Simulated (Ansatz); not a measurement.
`N[SiH2]O[SiH3]`, relaxed with RKS PBE0-D4/def2-TZVP in Ansatz 0.2.0 from a PBE-D4/def2-SVP geometry. The force threshold is 0.005 eV/Å; the program also tests the step.

Total charge 0; spin multiplicity 1.

Start:

```xyz
11

N    -0.004    0.299    2.400
Si   -0.296   -0.550    0.924
O     0.148    0.307   -0.455
Si    0.234    0.260   -2.121
H     0.959    0.442    2.715
H    -0.579    1.112    2.634
H     0.513   -1.815    0.968
H    -1.772   -0.821    0.848
H    -1.134    0.082   -2.728
H     0.818    1.558   -2.601
H     1.112   -0.874   -2.584
```

```json
{"step": "1", "energy (eV)": "-19400.8360", "largest force (eV/Å)": "0.675", "largest move (Å)": "0.000"}
{"step": "2", "energy (eV)": "-19400.9025", "largest force (eV/Å)": "0.540", "largest move (Å)": "0.040"}
{"step": "3", "energy (eV)": "-19400.9208", "largest force (eV/Å)": "0.072", "largest move (Å)": "0.024"}
{"step": "4", "energy (eV)": "-19400.9222", "largest force (eV/Å)": "0.104", "largest move (Å)": "0.053"}
{"step": "5 (rejected)", "energy (eV)": "-19400.9203", "largest force (eV/Å)": "0.231", "largest move (Å)": "0.027"}
{"step": "6", "energy (eV)": "-19400.9238", "largest force (eV/Å)": "0.028", "largest move (Å)": "0.014"}
{"step": "7", "energy (eV)": "-19400.9240", "largest force (eV/Å)": "0.003", "largest move (Å)": "0.009"}
```

End:

```xyz
11

N     0.014    0.331    2.334
Si   -0.292   -0.542    0.906
O     0.122    0.248   -0.469
Si    0.229    0.252   -2.096
H     0.949    0.435    2.692
H    -0.576    1.096    2.614
H     0.507   -1.791    0.966
H    -1.750   -0.810    0.850
H    -1.117    0.090   -2.707
H     0.810    1.548   -2.527
H     1.103   -0.857   -2.564
```

Hardware: 4 threads of a server CPU on a shared host. Wall time 15 s, peak host memory 0.44 GiB.
